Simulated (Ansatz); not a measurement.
`[SH][GaH][SH]` + HCl → `[SH][GaH][Cl]` + H₂S at 700 K and 1 bar (ligand exchange at a Ga–S bond).

Calculated with Ansatz (gas phase, PBE0-D4/def2-TZVP geometries, no zero-point term in ΔE). CBS: MP2 limit from def2 TZ/QZ plus the TZ coupled-cluster correction, frozen cores. This one scheme is used for every species. For Ga outer-core shells are correlated without core-valence functions, which leaves a few kJ/mol of doubt a bond. Scalar relativity is left out up to krypton. One conformer a species, not always the lowest.

```
        species  CCSD(T)/CBS energy (Eh)  H − E (kJ/mol)  S (J/(mol·K))
`[SH][GaH][SH]`              -2721.36398           125.0          400.9
            HCl               -460.38127            38.4          211.8
`[SH][GaH][Cl]`              -2782.78263            96.0          385.1
            H₂S               -398.97279            64.8          236.9
```

H − E and S are ideal-gas, rigid-rotor, harmonic terms from PBE0-D4/def2-TZVP, for one conformer and one mirror image of each species. 1 Eh = 2625.50 kJ/mol, R = 8.31446 J/(mol·K).

Question: By hand: ΔE, ΔH, ΔS and ΔG.

Answer: ΔE = (-2782.78263) + (-398.97279) − (-2721.36398) − (-460.38127) = -0.01017 Eh = -26.7 kJ/mol. Δ(H − E) = 96.0 + 64.8 − 125.0 − 38.4 = -2.6, so ΔH = -29.3 kJ/mol. ΔS = 385.1 + 236.9 − 400.9 − 211.8 = 9.3 J/(mol·K). ΔG = -29.3 − 700 × (9.3)/1000 = -35.8 kJ/mol.

Question: By hand: the equilibrium constant, and the temperature at which ΔG would vanish if ΔH and ΔS stayed fixed.

Answer: log₁₀ K = −ΔG/(RT ln 10) = 2.7. ΔH and −TΔS have one sign here, so there is no such temperature.

The number of gas molecules stays the same, so ΔS is small and ΔH decides. A doubt of 5 kJ/mol in ΔE shifts log₁₀ K by 0.4 here. Other conformers and mirror images would add mixing entropy, several J/(mol·K) or more a flexible species. These are equilibria of isolated gas molecules and say nothing of rates. Largest T1 diagnostic: 0.013 (customary marks: 0.02 for closed shells, 0.045 for open ones).

ΔS is within the doubt of such terms, so its sign, and with it that verdict, could turn.
